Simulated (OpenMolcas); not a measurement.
## OpenMolcas run: Si

Input:

```
&GATEWAY
Coord
1

Si 0.0 0.0 0.0
Basis=ANO-L-VQZP
Group=XYZ
NoMove
AngMom=0.0 0.0 0.0
AMFI
&SEWARD
&RASSCF
FileOrb=start.orb
Symmetry=1
Spin=3
nActEl=4 0 0
Inactive=2 3
Ras2=1 3
CIRoot=3 3 1
SDav=6
CIMx=300
Iter=120 100
PrWF=0.3
OrbListing=Nothing
MaxOrb=0
Atom
>>> COPY $Project.JobIph JOB001
&RASSCF
FileOrb=start.orb
Symmetry=1
Spin=1
nActEl=4 0 0
Inactive=2 3
Ras2=1 3
CIRoot=6 6 1
SDav=12
CIMx=300
Iter=120 100
PrWF=0.3
OrbListing=Nothing
MaxOrb=0
Atom
>>> COPY $Project.JobIph JOB002
&RASSCF
FileOrb=start.orb
Symmetry=2
Spin=5
nActEl=4 0 0
Inactive=2 3
Ras2=1 3
CIRoot=1 1 1
SDav=1
CIMx=300
Iter=120 100
PrWF=0.3
OrbListing=Nothing
MaxOrb=0
Atom
>>> COPY $Project.JobIph JOB003
&RASSI
NrOfJobIphs=3 3 6 1
1 2 3
1 2 3 4 5 6
1
IphNames
JOB001
JOB002
JOB003
EJob
SpinOrbit
DIPRint=1.0
SOCoupling=1000.0
Subsets=2
MEES
Property=10
'ANGMOM' 1 'ANGMOM' 2 'ANGMOM' 3 'MLTPL  1' 1 'MLTPL  1' 2 'MLTPL  1' 3
'AMFI' 1 'AMFI' 2 'AMFI' 3 'MLTPL  2' 6
SOProperty=3
'ANGMOM' 1 'ANGMOM' 2 'ANGMOM' 3
```

Launched by
```bash
OMP_NUM_THREADS=1 MOLCAS_MEM=2252 MOLCAS_PROJECT=a pymolcas a.inp > a.log  # once for each step of the input, in one work folder
```

A driver script runs the steps one by one and writes start.orb anew before each from the orbitals found so far.

Output, cut to the results:

```
--- SEWARD ---
Basis set label: SI.ANO-L...6S5P3D2F.

      Electronic valence basis set:
      ------------------
      Associated Effective Charge  14.000000 au
      Associated Actual Charge     14.000000 au
      Nuclear Model: Point charge

      Shell  nPrim  nBasis  Cartesian Spherical Contaminant
         s      17       6        X
         p      12       5        X
         d       5       3                 X
         f       4       2                 X
                  Atomic mean-field integrals
--- RASSCF ---
Wave function specifications:
      -----------------------------

      Number of closed shell electrons          10
      Number of electrons in active shells       4
      Max number of holes in RAS1 space          0
      Max nr of electrons in RAS3 space          0
      Number of inactive orbitals                5
      Number of active orbitals                  4
      Number of secondary orbitals              41
      Spin quantum number                      1.0
      State symmetry                             1
Orbital specifications:
      -----------------------

      Symmetry species                           1   2
                                                ag  au
      Frozen orbitals                            0   0
      Inactive orbitals                          2   3
      Active orbitals                            1   3
      RAS1 orbitals                              0   0
      RAS2 orbitals                              1   3
      RAS3 orbitals                              0   0
      Secondary orbitals                        18  23
      Deleted orbitals                           0   0
      Number of basis functions                 21  29
      Number of CSFs                             6
      Number of root(s) required                 3
      Iter CI   SX   CI       RASSCF       Energy    max ROT     max BLB   max BLB  Level Ln srch  Step   QN
          iter iter root      energy       change     param      element    value   shift minimum  type update
 Nr of preliminary CI iterations:   1
        1   1    9    0  -288.86361376    0.00E+00  -5.52E-03    1   8 2  8.54E-03*  0.17   0.00    SX    NO
        2   1    8    0  -288.86384861   -2.35E-04* -1.17E-03    2   5 1  2.27E-03*  0.17   0.00    SX    NO
        3   1    8    0  -288.86385607   -7.46E-06*  3.54E-04    3   4 1  6.53E-04*  0.17   0.00    SX    NO
        4   1    6    0  -288.86385671   -6.38E-07*  1.55E-04    3   4 1  2.83E-04*  0.17   0.00    SX    NO
        5   1    6    0  -288.86385680   -9.10E-08*  1.04E-04    3   4 1  1.17E-04*  0.17   1.67    LS   YES
        6   1    5    0  -288.86385682   -1.75E-08* -1.63E-05    2   5 1 -1.63E-05   0.17   1.00    QN   YES
        7   1    5    0  -288.86385682   -7.35E-10   5.11E-06    3   5 1  2.17E-06   0.17   1.27    QN   YES
      Convergence after  7 iterations
        8   1    5    0  -288.86385682   -3.72E-11   5.11E-06    2  13 2  1.28E-07   0.17   1.27    QN   YES
      Natural orbitals and occupation numbers for root  1
      sym 1:   1.965562
      sym 2:   0.034438   1.000000   1.000000
      Natural orbitals and occupation numbers for root  2
      sym 1:   1.965562
      sym 2:   1.000000   1.000000   0.034438
      Natural orbitals and occupation numbers for root  3
      sym 1:   1.965562
      sym 2:   1.000000   0.034438   1.000000
::    RASSCF root number  1 Total energy:   -288.86385682
::    RASSCF root number  2 Total energy:   -288.86385682
::    RASSCF root number  3 Total energy:   -288.86385682
--- RASSCF ---
Wave function specifications:
      -----------------------------

      Number of closed shell electrons          10
      Number of electrons in active shells       4
      Max number of holes in RAS1 space          0
      Max nr of electrons in RAS3 space          0
      Number of inactive orbitals                5
      Number of active orbitals                  4
      Number of secondary orbitals              41
      Spin quantum number                      0.0
      State symmetry                             1
Orbital specifications:
      -----------------------

      Symmetry species                           1   2
                                                ag  au
      Frozen orbitals                            0   0
      Inactive orbitals                          2   3
      Active orbitals                            1   3
      RAS1 orbitals                              0   0
...
--- RASSI ---
SPIN-FREE ENERGIES:
  (Shifted by EMIN (a.u.) =       -288.8638568196)

 SF State       Relative EMIN(au)   Rel lowest level(eV)    D:o, cm**(-1)      L_eff

     1             0.0000000000        0.0000000000              0.0000         1.0
     2             0.0000000000        0.0000000000              0.0000         1.0
     3             0.0000000000        0.0000000000              0.0000         1.0
     4             0.0396995058        1.0802785855           8713.0344         2.0
     5             0.0396995058        1.0802785855           8713.0344         2.0
     6             0.0396995058        1.0802785855           8713.0344         2.0
     7             0.0396995058        1.0802785855           8713.0344         2.0
     8             0.0396995058        1.0802785855           8713.0344         2.0
     9             0.0700837110        1.9070749302          15381.5966         0.0
    10             0.1016728034        2.7666579247          22314.6011         0.0
     Dipole printing threshold changed to   1.00000000E+00

++ Dipole transition strengths (spin-free states):
   -----------------------------------------------
     for osc. strength at least  1.00000000E+00

  ( Max oscillator strength is only    0.0000000000000000      )
--
Eigenvalues of complex Hamiltonian:
   -----------------------------------
  (Shifted by EMIN (a.u.) =       -288.8638568196)

 SO State       Relative EMIN(au)   Rel lowest level(eV)    D:o, cm**(-1)     J-value

     1            -0.0005980629        0.0000000000              0.0000         0.0
     2            -0.0002939568        0.0082751478             66.7436         0.6
     3            -0.0002939568        0.0082751478             66.7436         0.9
     4            -0.0002939568        0.0082751478             66.7436         0.7
     5             0.0002896542        0.0241560140            194.8314         1.1
...
```

The J values that RASSI prints are effective ones from its own formula and need not be integers or half-integers; the table below assigns J from the states.

Levels above the lowest, from the spin-orbit matrix, grouped by J:

| Configuration | Term | J | E (cm-1) | Measured (cm-1) | Term weight % |
| --- | --- | --- | --- | --- | --- |
| 3s2 3p2 | 3P | 0 | 0.0 | 0.0 | 100 |
| 3s2 3p2 | 3P | 1 | 66.7 | 77.1 | 100 |
| 3s2 3p2 | 3P | 2 | 195 | 223 | 100 |
| 3s2 3p2 | 1D | 2 | 8845 | 6299 | 100 |
| 3s2 3p2 | 1S | 0 | 15515 | 15394 | 100 |
| 3s 3p3 | 5S* | 2 | 22446 | 33326 | 100 |

Against the 5 measured excited levels shown (NIST Handbook of Basic Atomic Spectroscopic Data) the mean absolute deviation is 2700 cm-1; the largest miss in energy is 3s 3p3 5S* 2: computed 22446, measured 33326 cm-1 (-32.6 %), and the largest in proportion 3s2 3p2 1D2 (+40.4 %).

Without dynamic correlation excited terms often stand tens of per cent too high (terms of higher spin than the ground term too low), and those without a measured partner can miss by more than the paired ones. Terms of s pⁿ other than that of highest spin mix with s² pⁿ⁻² d, which this space lacks; all of them can be thousands of cm-1 off, and some have no real level of that name. Computed and measured levels are paired by configuration, term and J; levels that our copy of the source lacks, or whose pairing is in doubt (as where it misses far off the trend of its configuration), stay unpaired and out of the deviations. Levels of configurations outside the active space are missing. The first state left out of the spin-orbit step lies near 54000 cm-1 above the lowest spin-free state of the reference (among the parities and spins computed), and the list stops at four fifths of that energy or lower.

The RASSCF and RASSI steps took 15 s on 1 thread of AMD EPYC 7R43 64-Core Processor (Zen 3) (shared host); the integral step is not counted.

The term weight is that of the spin-free term in the level, not the purity of its configuration. * marks odd parity.
